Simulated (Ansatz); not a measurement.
All numbers were calculated with Ansatz.

Basis-set series for FH₂NbO₂S (`[OH][Nb]([OH])([F])=[S]`). Charge 0, multiplicity 1. Nb takes the def2 core potential. Geometry: relaxed with PBE0-D4/def2-TZVP. It is one conformer, not always the lowest.

```json
{"functional": "PBE0-D4", "basis": "def2-SVP", "functions": "101", "energy (Eh)": "-706.17872", "HOMO (eV)": "-7.92", "LUMO (eV)": "-1.90"}
{"functional": "PBE0-D4", "basis": "def2-TZVPP", "functions": "219", "energy (Eh)": "-706.64322", "HOMO (eV)": "-7.94", "LUMO (eV)": "-2.01"}
{"functional": "ωB97M-V", "basis": "def2-SVP", "functions": "101", "energy (Eh)": "-706.39227", "HOMO (eV)": "-10.00", "LUMO (eV)": "0.26"}
{"functional": "ωB97M-V", "basis": "def2-TZVPP", "functions": "219", "energy (Eh)": "-706.86208", "HOMO (eV)": "-10.04", "LUMO (eV)": "0.08"}
```

**Question.** Give the rows for def2-QZVPP. (Best estimate.)

**Answer.** The calculation gave: 
```json
{"functional": "PBE0-D4", "basis": "def2-QZVPP", "functions": "382", "energy (Eh)": "-706.67221", "HOMO (eV)": "-7.95", "LUMO (eV)": "-2.04"}
{"functional": "ωB97M-V", "basis": "def2-QZVPP", "functions": "382", "energy (Eh)": "-706.88974", "HOMO (eV)": "-10.07", "LUMO (eV)": "-0.01"}
```

Positive LUMOs are unbound and depend on the basis.
